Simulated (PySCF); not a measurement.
Species: C4H13NSSi2.
Structure used (GFN2-xTB), in Å, numbered top down from 1:
```xyz
21
C4H13NSSi2 angstrom
C      3.6186   -0.9384    0.3857
S      1.9484   -1.6114    0.6195
Si     0.7934   -0.1259   -0.4391
N      0.6069    1.2771    0.5362
C     -0.6111    2.0545    0.3934
C     -1.8313    1.1361    0.4365
Si    -1.4765   -0.3903   -0.6657
C     -2.3638   -1.9319   -0.0060
H      4.3151   -1.6879    0.7463
H      3.7920   -0.7478   -0.6690
H      3.7291   -0.0241    0.9606
H      1.6200    0.1233   -1.6363
H      1.3829    1.8153    0.8885
H     -0.6089    2.6107   -0.5564
H     -0.6563    2.7860    1.2058
H     -2.7143    1.6990    0.1389
H     -1.9856    0.8129    1.4667
H     -1.9329   -0.0856   -2.0346
H     -2.2015   -2.7808   -0.6620
H     -3.4353   -1.7701    0.0657
H     -1.9977   -2.2038    0.9797
```

NICS is the negative of the GIAO shielding at a point without a nucleus: at the ring centre (0) and 1 Å above and below it (1); zz is the component along the ring normal. Level: GIAO PBE0/pcSseg-1 (PySCF, non-relativistic, gas phase) on the GFN2-xTB geometry, one conformer.

Ring bond lengths (Å), with Mayer bond orders in brackets: Si3–N4 1.719 (1.02), N4–C5 1.452 (0.97), C5–C6 1.528 (1.03), C6–Si7 1.916 (0.90), Si7–Si3 2.297 (0.93).

Task: What do the NICS probes read (ppm)?

Result: 
```json
{"ring": "Si3–N4–C5–C6–Si7", "type": "5-membered ring with N and 2 Si; formal bonds all single", "NICS(0)": "-5.2", "NICS(1), two faces": "-3.6 / -2.7", "NICS(1)zz, two faces": "-0.1 / -2.5", "rms pucker (Å)": "0.18", "centre to ring atoms, mean (Å)": "1.48"}
```

Task: What can be read from them?

Result: 
- Si3–N4–C5–C6–Si7: mean NICS(1)zz -1.3 ppm, near zero. Si3, C5, C6, Si7 have four or more neighbours; no verdict on aromaticity is drawn.

Task: Give the inner angles of the rings and the Hirshfeld charges of the ring atoms.

Result: 
- Si3–N4–C5–C6–Si7: Si3 92.4° (+0.251 e), N4 118.2° (-0.249 e), C5 110.2° (-0.025 e), C6 108.3° (-0.162 e), Si7 92.0° (+0.285 e); sum 521.2° against 540° for a flat convex ring.

Task: What are the shieldings of the ring atoms and their hydrogens in the same run (means over atoms taken as equivalent)?

Result: 
```csv
atoms,environment,σ isotropic (ppm),"principal values of the symmetric part, first atom (ppm)"
Si3,SiH silicon,359.1,"305.0, 375.9, 396.2"
N4,silicon-bound nitrogen,212.4,"188.1, 213.9, 235.2"
C5,sp3 carbon bound to nitrogen,141.8,"118.0, 139.4, 168.2"
C6,sp3 carbon bound to silicon,169.9,"153.8, 168.6, 187.2"
Si7,SiH silicon,391.2,"343.1, 395.1, 435.3"
H12,Si–H hydrogen,26.40,"22.4, 25.1, 31.8"
H13,N–H hydrogen,30.36,"20.5, 30.2, 40.4"
H14,methylene hydrogen,28.75,"22.7, 27.3, 36.2"
H15,methylene hydrogen,28.18,"22.1, 27.3, 35.2"
H16,methylene hydrogen,30.53,"25.6, 27.9, 38.1"
H17,methylene hydrogen,30.79,"26.2, 29.0, 37.2"
H18,Si–H hydrogen,27.52,"24.2, 25.2, 33.1"
```
